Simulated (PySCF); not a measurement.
H3P, SMILES P. Heavy atoms are numbered as in [PH3:1]. Hydrogens are named by the atom that carries them.

Coordinates come from a B3LYP-D3(BJ)/def2-TZVP optimisation.

Level of theory: KT2/pcSseg-2 (PySCF).

GIAO shieldings, no solvent; atoms alike by connectivity are averaged. δ = σ(ref) − σ: ¹H against TMS (σ = 31.47 ppm), references at their B3LYP-D3(BJ)/def2-TZVP geometries, non-relativistic.

Problem. Estimate the chemical shifts. (Estimate from the structure and the level; the computed values follow.)

Solution. 
```
nucleus    atoms  count  δ (ppm)
-------  -------  -----  -------
¹H       H on P1      3     2.02
```
